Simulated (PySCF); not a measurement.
A structure optimised at r2SCAN-D4/def2-SVP, used in a PySCF frequency run:

```xyz
10

Al     0.9037    -0.1783    -0.4559
Ge    -0.3763    -2.0596     0.5081
H      0.1954    -3.4563     0.2027
H     -0.4404    -1.9344     2.0452
H     -1.8419    -2.0562     0.0294
Ge     0.0177     2.1265    -0.3302
H      0.0154     2.8227    -1.7063
H     -1.4184     2.2158     0.2179
H      0.8940     3.0062     0.5860
H      2.3217    -0.4206    -1.1416
```

**Question.** Write its SMILES and formula.

**Answer.** [GeH3][AlH][GeH3], AlGe₂H₇

**Question.** What are its rotational constants (standard atomic weights)?

**Answer.** 9.4275, 0.70422, 0.66580 GHz
